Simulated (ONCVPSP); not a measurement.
# Potentials for nickel compared

Generated with ld1.x 7.5 (TM, RRKJ, ultrasoft, PAW), atompaw 4.2 or ONCVPSP 4.0.1. The cutoff is in Ry: for ld1.x and atompaw files where the sum of valence levels is converged to 10 mRy in a Bessel basis, for ONCV files where the hardest occupied wave has 1 mHa per electron of residual kinetic energy. The error is the largest all-electron minus pseudo excitation energy over each file’s own four to seven test configurations (ionisations up to +4, promotions, holes and added fractions of an electron), all of which were solved. The labels leave out finer settings (local radius, basis sizes, second energies), which also bear on the numbers. Spin-polarised tests are not counted. The rows are a selection from randomly drawn settings: files with unsolved tests, undetermined cutoffs or missed reference levels are left out.

A true bound ghost makes a file unfit for plane-wave use even where its test errors are small: the radial tests pick states by their node count and pass the ghost by.

```tsv
potential	cutoff (Ry)	largest error (meV)	bound ghosts
ONCV, PBE, scalar-relativistic, rc 0.80/1.25/1.20/1.15 (spdf), local smoothed, core correction yes, reference 3s2 3p6 3d8, qcut 8.5/12.7/10.7/8.3, projectors 2/2/2/1	639	-310	none
ONCV, PBE, scalar-relativistic, rc 1.05/0.90/1.35 (spd), local smoothed, core correction yes, reference 3s2 3p6 3d8 4s2, qcut 9.5/15.8/9.9, projectors 2/3/2	142	+13	none
ONCV, Wu-Cohen, scalar-relativistic, rc 2.15/2.35/1.15 (spd), local smoothed, core correction yes, reference 3d8 4s1, qcut 3.9/4.1/16.2, projectors 2/2/3	174	-86	s
ONCV, LDA (Perdew-Wang 92), scalar-relativistic, rc 1.45/1.15/1.30 (spd), local smoothed, core correction yes, reference 3s2 3p6 3d8 4s1.75, qcut 10.9/11.6/12.6, projectors 2/2/1	122	+15	none
ONCV, PBE, non-relativistic, rc 2.30/2.15/1.50 (spd), local smoothed, core correction yes, reference 3d8 4s2, qcut 2.9/4.2/11.9, projectors 2/2/2	101	+75	none
ONCV, PBE, fully relativistic, rc 2.30/1.10/1.40/1.95 (spdf), local smoothed, core correction yes, reference 3p6 3d8 4s2, qcut 3.6/13/13.5/5.3, projectors 2/3/2/2	123	+71	s
```

**Question.** Fill in the row for Ni: ONCV, PBE, scalar-relativistic, rc 1.45/0.95/0.95 (spd), local smoothed, core correction yes, reference 3s2 3p6 3d8 4s2, qcut 10.8/15.3/15.9, projectors 2/1/2.

**Answer.** cutoff 200 Ry, largest error -6.7 meV, bound ghosts: none.

**Question.** Fill in the row for Ni: ONCV, LDA (Perdew-Zunger), non-relativistic, rc 1.50/0.85/1.40 (spd), local smoothed, core correction yes, reference 3s2 3p6 3d8 4s2, qcut 7.5/9.5/10, projectors 2/1/2.

**Answer.** cutoff 89 Ry, largest error +26 meV, bound ghosts: none.

**Question.** Fill in the row for Ni: ONCV, PBEsol, scalar-relativistic, rc 2.20/2.35/1.65 (spd), local smoothed, core correction no, reference 3d8 4s2, qcut 2.8/3.1/8, projectors 2/1/2.

**Answer.** cutoff 61 Ry, largest error +98 meV, bound ghosts: none.
